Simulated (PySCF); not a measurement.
**NMR problem set**

- σ from GIAO-PBE0/pcSseg-1
- GFN2-xTB structure
- code: PySCF 2.14.0 with density-fitted response routines
- non-relativistic, one averaged value for each set of equivalent atoms, one conformer, no solvent model

Scale: 1H and 13C against TMS (reference shieldings calculated alike). Where no couplings were computed, multiplicities follow the n + 1 count of equivalent neighbours, and m marks all less simple cases (inequivalent or close neighbours, rings, F or P nearby). Shifts are as computed. Against solution values, carbons near 30 ppm lie about +3 ppm off and those near 130 ppm about +5 ppm (rms about the fit 2.1 ppm; single classes can miss by 10 ppm). Of 1328 compounds with measured shifts, 309 miss one by over three times the rms of a fit or turn the order of signals round; such compounds aren't used in these exercises. Signals without a measured value on file couldn't be tested in this way; 1H shifts scatter by 0.2 ppm about their fit, and single ones miss by 0.5 ppm. OH and NH positions are gas-phase values without hydrogen bonding to other molecules.

Problem. C5H8O2. 1H NMR (400 MHz, computed): δ 4.89 (m, 1H), 4.84 (m, 1H), 4.68 (m, 1H), 3.00 (m, 1H), 2.49 (m, 1H), 2.44 (s, 3H). 13C{1H} NMR (computed): δ 221.7 (C), 86.4 (CH), 70.5 (CH2), 30.4 (CH3), 29.2 (CH2). What is it?

Solution. SMILES CC(=O)[C@H]1CCO1. The formula gives 2 degrees of unsaturation (1 ring in the answer). 5 carbon signals for 5 carbons: no two carbons are equivalent. Carbon types of the structure: 1 × C, 1 × CH, 2 × CH2, 1 × CH3, which accounts for all hydrogens. δC 221.7: ketone carbonyl carbon; low-lying n→π* states of the double bond to the heteroatom give a large paramagnetic term (-285 ppm). δC 86.4: sp3 CH bonded to O, α to a carbonyl; pulled downfield by the heteroatom. δC 70.5: sp3 CH2 bonded to O; pulled downfield by the heteroatom. δH 4.89: hydrogen on an sp3 CH bonded to O, α to a carbonyl; its carbon carries O, which withdraws density.

The shifts were computed for this structure. Such data don't tell enantiomers apart.

Problem. C5H8N2. 1H NMR (400 MHz, computed): δ 8.02 (br s, 1H), 7.16 (m, 1H), 6.82 (m, 1H), 2.73 (q, 2H), 1.24 (t, 3H). 13C{1H} NMR (computed): δ 151.4, 134.8, 117.8, 27.2, 19.0. Give a structure.

Solution. `N1=C(CC)NC=C1`. The formula gives 3 degrees of unsaturation (1 ring in the answer). 5 carbon signals for 5 carbons: no two carbons are equivalent. Carbon types of the structure: 1 × C, 2 × CH, 1 × CH2, 1 × CH3, leaving 1 H on heteroatoms. δC 151.4: substituted aromatic carbon next to a ring nitrogen. δC 134.8, 117.8: aromatic CH next to a ring nitrogen. δC 27.2: sp3 CH2 on an aromatic ring; a saturated carbon with 2 carbon neighbours and no heteroatom attached. δH 8.02: hydrogen on a pyrrole-type ring nitrogen; labile proton, position sensitive to the medium.

The shifts were computed for this structure.
